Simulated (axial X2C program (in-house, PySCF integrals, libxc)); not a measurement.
# What spin–orbit coupling does to TiBr

All values were computed with an in-house all-electron X2C program for linear molecules (integrals from PySCF). Spin-free means the one-electron spin-free X2C Hamiltonian; two-component (2c) means X2C with spin–orbit coupling and atomic mean-field two-electron Coulomb and Gaunt terms, so the difference of the two also holds small scalar two-electron terms. Basis: Br dyall-cv3z [8s9p6d4f1g], Ti dyall-cv3z [10s10p6d4f2g] (cores contracted in-house); Gaussian nuclei, density fitting, unrestricted open shells. Masses: Br 78.918 u, Ti 47.948 u.

Spin-free state: M_S = 3/2, Λ = 3 (beyond evenly filled blocks: σα, π+α, δ+α); fragments Br + Ti.

```tsv
level	Re (Å)	ωe (cm⁻¹)	De (eV)	μ (D)
PBE0	2.400	310.4	4.093	4.03
HF	2.523	284.1	3.223	3.97
MP2	2.470	293.6	3.780	n/a
CCSD	2.462	296.2	3.469	n/a
CCSD(T)	2.458	296.7	3.535	n/a
```

Correlated methods: 11 electrons correlated (number of frozen shells: Br 3 s, 2 p, 1 d; Ti 3 s, 2 p), 295 virtual spin orbitals or spinors in MP2, 90 natural virtuals in coupled cluster.

Dipoles are positive if Ti is the positive end.

Two-component determinant lowest at the distance of the search:

Ω = 3/2 (⟨Sz⟩ = -1.50, ⟨Lz⟩ = 3.00 at HF); fragments Br + Ti.

```json
{"level": "PBE0", "Re (Å)": "2.401", "ωe (cm⁻¹)": "310.4", "De (eV)": "n/a", "μ (D)": "4.01"}
{"level": "HF", "Re (Å)": "2.523", "ωe (cm⁻¹)": "284.0", "De (eV)": "n/a", "μ (D)": "3.96"}
{"level": "MP2", "Re (Å)": "2.470", "ωe (cm⁻¹)": "293.7", "De (eV)": "n/a", "μ (D)": "n/a"}
{"level": "CCSD", "Re (Å)": "2.463", "ωe (cm⁻¹)": "295.4", "De (eV)": "n/a", "μ (D)": "n/a"}
{"level": "CCSD(T)", "Re (Å)": "2.458", "ωe (cm⁻¹)": "295.8", "De (eV)": "3.402", "μ (D)": "n/a"}
```

Q: From the two tables, how do the constants change at the CCSD(T) level (2c against spin-free)?

A: At the CCSD(T) level Re is unchanged within 0.001 Å and ωe decreases by 0.9 cm⁻¹; De is not compared, since the atomic limits differ or miss part of their spin–orbit lowering.

The state is one determinant whose occupation by symmetry is held fixed; it was picked as the lowest of a PBE0 search that is not exhaustive. Dissociation energies refer to the lowest single-determinant-based atoms at the same level and basis. De is not given where an atomic determinant may have missed its ground term or J level, or where the truncated virtual space spoils (T). Density functionals use the spin component along the axis (collinear). CCSD and (T) use frozen natural virtuals with an MP2 correction for the truncation; (T) itself is uncorrected, so its De runs slightly low. The 2c atoms are single determinants rather than J levels; their spin–orbit lowering is only partly caught, and De is too large by that part. This holds for CCSD(T). PBE0 can misorder states that lie within some tenths of an eV, so this need not be the ground state of the molecule. The nearest other spin-free determinant of the search, M_S = 3/2, Λ = 0, lies 0.05 eV up at the distance of the search. Without a current term, density functionals place determinants with orbital angular momentum somewhat too high. With several unpaired electrons one determinant need not be a pure state. The outer-core s and p shells of the metal are frozen in the correlated rows, which leaves out core–valence correlation; for alkali and alkaline-earth bonds that tends to lengthen them. With the outer-core shells frozen, correlated bond lengths of heavy atoms tend to come out a few hundredths of an ångström too long.
